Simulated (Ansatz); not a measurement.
Cl2HISi, SMILES `Cl[SiH](Cl)I`. Total charge 0; spin multiplicity 1. I takes the def2 core potential. Geometry: relaxed with PBE0-D4/def2-TZVP.

```xyz
5

Cl   -0.489   -0.516   -1.899
Si   -0.119    0.084    0.009
Cl    1.176    1.652   -0.021
I     0.815   -1.742    1.287
H    -1.383    0.521    0.625
```

Problem. What is the dipole moment at PBE/def2-TZVPP? (Estimate.)

Solution. Ansatz gave: 0.62 D, with components (-0.44, -0.05, 0.44) D in this frame, pointing from negative to positive charge.

Problem. And with r2SCAN, B3LYP, ωB97M-V? (An estimate is asked.)

Solution. Ansatz gave: r2SCAN 0.67 D, B3LYP 0.70 D, ωB97M-V 0.68 D.

Problem. Give the Mulliken charges with PBE, r2SCAN, ωB97M-V in def2-TZVPP. (Best estimate.)

Solution. The calculation gave: 
```tsv
atom	PBE	r2SCAN	ωB97M-V
Cl1	-0.16	-0.20	-0.16
Si2	0.44	0.56	0.39
Cl3	-0.16	-0.20	-0.16
I4	-0.08	-0.11	-0.08
H5	-0.03	-0.05	0.01
```

B3LYP here is the variant with VWN-RPA as its local correlation; programs differ in this.
